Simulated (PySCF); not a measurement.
A GIAO shielding run with PySCF 2.14.0 with density-fitted response routines (density fitting, non-relativistic, gas phase) on `CC(C)[C@H]1CS[SiH2]1`, C₅H₁₂SSi:

```
$ OMP_NUM_THREADS=1 python probes_run.py task.json out

{"job": {"kind": "nmr", "xc": "PBE0", "basis": "pcSseg-1"}, "charge": 0, "multiplicity": 1}
C      1.252519    -1.467238     0.122133
C      0.695159    -0.132461    -0.363989
C      1.734893     0.971615    -0.171757
C     -0.596568     0.200869     0.381371
C     -1.319725     1.456498    -0.126604
S     -3.076771     0.907100    -0.172834
Si    -2.094278    -0.970426     0.185083
H      2.168912    -1.713337    -0.409224
H      0.534084    -2.268913    -0.038009
H      1.476895    -1.416583     1.185758
H      0.471166    -0.215407    -1.434371
H      1.355052     1.928999    -0.520869
H      1.992624     1.069080     0.881197
H      2.642158     0.740295    -0.725852
H     -0.351233     0.335954     1.439879
H     -1.029427     1.726942    -1.140395
H     -1.230820     2.329556     0.516293
H     -2.550613    -1.654427     1.385527
H     -2.083831    -1.818868    -1.000800
```

Hardware: 1 thread of an Arm Neoverse N1, shared host. The job also computes population analyses, field gradients, ring-centre shieldings.

Task: How large is the calculation?

Result: 72 electrons, 193 basis functions and 1045 auxiliary functions.

Task: How long does it take, and how much memory does it need?

Result: 61 s of wall time, with 12 SCF cycles and 5 response iterations; peak memory 0.87 GiB. Times on a shared host scatter by some tens of per cent.
